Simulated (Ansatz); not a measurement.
Ge₂H₁₀Si₂ (`[SiH3][GeH2][GeH2][SiH3]`) at its PBE0-D4/def2-TZVP geometry, where that method's forces vanish. Total charge 0; spin multiplicity 1.

```tsv
atom	x (Å)	y (Å)	z (Å)
Si1	0.771	2.316	0.088
Ge2	0.506	0.542	-1.474
Ge3	-1.075	-1.088	-0.618
Si4	-0.341	-1.903	1.492
H5	1.282	1.770	1.373
H6	1.725	3.340	-0.413
H7	-0.545	2.963	0.335
H8	1.860	-0.154	-1.707
H9	0.019	1.088	-2.830
H10	-2.452	-0.413	-0.466
H11	-1.229	-2.250	-1.618
H12	1.005	-2.519	1.348
H13	-1.280	-2.919	2.037
H14	-0.245	-0.771	2.452
```

Task: For each bond, give half the difference of the two atoms' forces along it (eV/Å; positive pushes the atoms apart) under PBE-D4, r2SCAN-D4, B3LYP-D4, ωB97M-V in def2-TZVPP. (An estimate is asked.)

Result: Computed: 
```csv
bond,length (Å),PBE-D4,r2SCAN-D4,B3LYP-D4,ωB97M-V
Si1–Ge2,2.378,-0.06,0.00,0.11,0.06
Si1–H5,1.487,0.09,-0.01,-0.08,-0.09
Si1–H6,1.487,0.09,-0.01,-0.09,-0.11
Si1–H7,1.487,0.09,-0.01,-0.07,-0.10
Ge2–Ge3,2.427,-0.01,0.00,0.10,0.03
Ge2–H8,1.541,0.09,-0.03,-0.02,-0.06
Ge2–H9,1.540,0.10,-0.03,-0.03,-0.07
Ge3–Si4,2.378,-0.06,0.00,0.11,0.06
Ge3–H10,1.541,0.09,-0.03,-0.02,-0.06
Ge3–H11,1.540,0.10,-0.03,-0.03,-0.07
Si4–H12,1.487,0.09,-0.01,-0.07,-0.10
Si4–H13,1.487,0.09,-0.01,-0.09,-0.11
Si4–H14,1.487,0.08,-0.01,-0.08,-0.10
```

B3LYP here is the variant with VWN-RPA as its local correlation; programs differ in this.
